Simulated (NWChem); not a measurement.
Isomers of Si2H4OClF, each optimised at PBE0/def2-SVP with NWChem, gas phase unless a solvent is named. Flexible species stand in one conformer each, which need not be the lowest.  Relative energies count from the lowest isomer at each level and are electronic, without zero-point energy, on those geometries.

A: F[SiH2]O[SiH2]Cl
B: O[Si@@H](Cl)[SiH2]F
C: O[Si@@H](F)[SiH2]Cl
D: O[Si@](F)([SiH3])Cl

### Question
Rank them by relative energy, CAM-B3LYP/def2-TZVP (kcal/mol), lowest first.

### Answer
A (0.0), D (27.3), C (33.7), B (36.3)
